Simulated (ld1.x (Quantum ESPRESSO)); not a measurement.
# Transferability test, ultrasoft potential for silicon

```json
{"Element": "silicon (Si)", "Generator": "ld1.x (Quantum ESPRESSO) 7.5", "Type": "ultrasoft", "Functional": "revPBE", "Relativity": "fully relativistic", "Frozen core": "[Ne]", "Valence charge": "4", "Reference configuration": "3s2 3p2", "Partial waves": "3s (bound): rcut 1.35, rcutus 1.55 bohr; 3s channel at 1.7 Ry: rcut 1.35, rcutus 1.55 bohr; 3p (bound): rcut 2.15, rcutus 2.40 bohr; 3p channel at 0.1 Ry: rcut 2.15, rcutus 2.40 bohr; 3d channel at -0.2 Ry: rcut 2.15, rcutus 2.40 bohr; 3d channel at 1.7 Ry: rcut 2.15, rcutus 2.40 bohr", "Local potential": "all-electron potential smoothed inside 1.65 bohr (lloc = -1)", "Core correction": "a·sin(br)/r model core inside 0.80 bohr", "Augmentation charge": "built from norm-conserving waves at rcut, not smoothed further"}
```

Open shells are filled in proportion to 2j + 1 (rel_dist='average').

Energies are relative to the spin-unpolarised reference configuration 3s2 3p2; without spin polarisation the order of configurations can differ from experiment.

| valence configuration | charge | ΔE all-electron (eV) | error AE − PS (meV) |
| --- | --- | --- | --- |
| 3s2 3p1 | +1 | 7.722 | +1.0 |
| 3s1 3p0 | +3 | 57.566 | +31 |
| 3s2 3p2.3 | -0.3 | -0.924 | 0.0 |
| 3s1 3p3 | 0 | 6.798 | -3.4 |
| 3s2 3p1.5 | +0.5 | 2.912 | +0.1 |
| 3s1 3p2 | +1 | 15.138 | -1.5 |

(1) What are ΔE and the potential's error for 3s2 3p0?

Levels in the configuration 3s2 3p2.3:

| level | all-electron (eV) | pseudo (eV) |
| --- | --- | --- |
| 3s j=1/2 | -8.668 | -8.669 |
| 3p j=1/2 | -2.148 | -2.148 |
| 3p j=3/2 | -2.119 | -2.119 |

Answers

(1) ΔE = 23.688 eV all-electron; the error (AE − PS) is +10 meV.
